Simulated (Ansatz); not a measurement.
Reaction (redistribution): `F[SiH2][TeH]` + `FC(F)(F)[O][GeH2][Cl]` → `F[SiH2][O][GeH2][Cl]` + `FC(F)(F)[TeH]`

Computed with Ansatz on PBE0-D4/def2-TZVP structures; ΔE is electronic, products minus reactants. CBS: MP2 limit from def2 TZ/QZ plus the TZ coupled-cluster correction, frozen cores. Elements past krypton have def2 core potentials. For Ge, Te outer-core shells are correlated without core-valence functions, which leaves a few kJ/mol of doubt a bond. Scalar relativity is left out up to krypton. One conformer a species, not always the lowest.

| level | ΔE (kJ/mol) |
| --- | --- |
| CCSD(T)/def2-TZVPP | -25.1 |
| MP2/def2-QZVPP | -29.4 |

(1) What does CCSD(T)/CBS give? (Estimate.)

Largest T1 diagnostic among the species: 0.012.

## Answers

(1) The calculation gave: -29.3 kJ/mol. The listed levels differ from it by 4.2, -0.1 kJ/mol.

In def2-TZVPP, CCSD(T) changes the Hartree–Fock value by −9.7 kJ/mol (the triples alone add −0.9 kJ/mol) and MP2 by −10.7 kJ/mol. From PBE to PBE0 (25 % exact exchange), in def2-TZVPP and without D4, ΔE moves by +7.0 kJ/mol.
